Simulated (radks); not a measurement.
The mean radii <r> (bohr) of the occupied orbitals of an atom or ion are listed with their occupations. All-electron calculation, Dirac Kohn-Sham, LDA (Slater exchange, VWN5 correlation), spin-unpolarised, spherical densities, finite nucleus; Fermi nuclear charge, rms radius of each element as measured or else 0.836 A^(1/3) + 0.57 fm. Program: a radial shooting solver on a logarithmic mesh with Libxc functionals.

| orbital | occ. | <r> |
|---|---|---|
| 1s1/2 | 2 | 0.02509 |
| 2s1/2 | 2 | 0.1071 |
| 2p1/2 | 2 | 0.08994 |
| 2p3/2 | 4 | 0.09604 |
| 3s1/2 | 2 | 0.2853 |
| 3p1/2 | 2 | 0.2749 |
| 3p3/2 | 4 | 0.2870 |
| 3d3/2 | 4 | 0.2579 |
| 3d5/2 | 6 | 0.2617 |
| 4s1/2 | 2 | 0.6546 |
| 4p1/2 | 2 | 0.6748 |
| 4p3/2 | 4 | 0.7022 |
| 4d3/2 | 4 | 0.7625 |
| 4d5/2 | 6 | 0.7722 |
| 5s1/2 | 2 | 1.547 |
| 5p1/2 | 2 | 1.732 |
| 5p3/2 | 4 | 1.810 |
| 6s1/2 | 2 | 4.127 |
| 6p1/2 | 1 | 5.223 |

Name the element and its charge. Open shells, if any, fill j = l - 1/2 first.

Answer. Z = 57, lanthanum, charge 0: La in [Xe] 6s2 6p1. The 1s radius gives Z: for a bare nucleus <r> = (2 gamma + 1)/(2Z) with gamma = sqrt(1 - (Z/c)^2), 0.02473 bohr for Z = 57, and screening makes it slightly larger (0.02509 here). The occupations add up to 57, and the charge is Z minus that.
